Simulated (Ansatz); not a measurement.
A run on `C[O][W](=[O])([F])([Cl])[Cl]` with other settings.

```yaml
crystal:
  periodic: [false, false, false]
  atoms:
    - {symbol: C, position_ang: [0.532897, -1.616782, 0.333144]}
    - {symbol: O, position_ang: [-0.335119, -0.644245, -0.170921]}
    - {symbol: W, position_ang: [-0.545815, 1.175976, -0.336851]}
    - {symbol: O, position_ang: [-2.012768, 1.245711, -1.146153]}
    - {symbol: F, position_ang: [-0.133364, 2.984899, -0.159826]}
    - {symbol: Cl, position_ang: [-0.889451, 1.253613, 1.939376]}
    - {symbol: Cl, position_ang: [1.193669, 1.150067, -1.846523]}
    - {symbol: H, position_ang: [1.509438, -1.519578, -0.152060]}
    - {symbol: H, position_ang: [0.648179, -1.477374, 1.412852]}
    - {symbol: H, position_ang: [0.115332, -2.603385, 0.129962]}
basis:
  gaussian: {orbitals: ANO-RCC-VTZP}
hamiltonian: {xc: {name: RPBE}}
output: {forces: true}
```

```sh
$ ansatz run in.yaml --threads 4 --pin off --events-out ev --progress --plain --max-ram 11315MiB
```

Shortened log:

```
Functional definition: RPBE
2673 factors; their error is unknown
mean field evaluation 1: about -472371.4488 eV, gradient 1.2e2 eV
mean field evaluation 2: about -471995.1691 eV, gradient 4.6e2 eV
mean field evaluation 4: about -472385.9994 eV, gradient 6.6e1 eV
mean field evaluation 8: about -472392.5409 eV, gradient 2.4e0 eV
mean field evaluation 16: about -472392.5098 eV, gradient 1.2e-3 eV
mean field -472392.50979275 eV, -17360.1045357400 hartree, gradient 1.2e-5 eV, S^2 0.000000; 0 other end points of the search recorded, 0 dependent functions left out
reference -472392.50987464 eV, -17360.1045387493 hartree; 71, 71 occupied and 263, 263 virtual orbitals, 2673 factors
Total energy: -472392.50987464 eV, -17360.1045387493 hartree
Relativity: scalar
Atom 0 at     0.532897    -1.616782     0.333144 Å, force     0.245477    -0.294288     0.142305 eV/Å
Atom 1 at    -0.335119    -0.644245    -0.170921 Å, force    -0.338635    -0.423023    -0.175388 eV/Å
Atom 2 at    -0.545815     1.175976    -0.336851 Å, force     0.648296     0.150673     0.351017 eV/Å
Atom 3 at    -2.012768     1.245711    -1.146153 Å, force    -1.154439     0.045322    -0.635893 eV/Å
Atom 4 at    -0.133364     2.984899    -0.159826 Å, force     0.158160     0.744139     0.068061 eV/Å
Atom 5 at    -0.889451     1.253613     1.939376 Å, force    -0.103221     0.029531     0.463961 eV/Å
Atom 6 at     1.193669     1.150067    -1.846523 Å, force     0.336813     0.005638    -0.335609 eV/Å
Atom 7 at     1.509438    -1.519578    -0.152060 Å, force     0.241453    -0.005608    -0.088896 eV/Å
Atom 8 at     0.648179    -1.477374     1.412852 Å, force     0.053668     0.004268     0.251703 eV/Å
Atom 9 at     0.115332    -2.603385     0.129962 Å, force    -0.087571    -0.256652    -0.041261 eV/Å
Dipole moment:     0.313414    -0.720514     0.192391 e Å
```

It took 19 s on 4 threads of an Intel Xeon Platinum 8259CL on a shared host, with 1.4 GiB of host memory at the peak.
